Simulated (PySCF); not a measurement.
Computed IR spectrum (relative IR intensity) of a molecule C2H5ClO2Si. Geometry: PBE0-D3(BJ)/def2-SVP. The values are those of a single conformer. These are PySCF with PBE0-D3(BJ)/def2-SVP values and carry that method's errors. Frequencies are harmonic and unscaled.

ν (cm⁻¹): 92 (m), 123 (m), 155 (w), 195 (w), 267 (w), 327 (w), 347 (vw), 467 (m), 573 (m), 727 (w), 750 (s), 775 (s), 794 (w), 828 (m), 860 (w), 925 (vs), 948 (w), 977 (s), 1115 (w), 1378 (w), 1694 (w), 2246 (s), 3938 (s), 3942 (m) (against the strongest line: vs over 80 %, s over 45 %, m over 15 %, w over 4 %, vw less)

**Question.** Which structure fits?
A. COC(=O)[SiH2]Cl
B. C=C(Cl)[SiH](O)O
C. C[Si@H](Cl)C(=O)O
D. C[Si@@](O)(Cl)C=O

**Answer.** B, C=C(Cl)[SiH](O)O
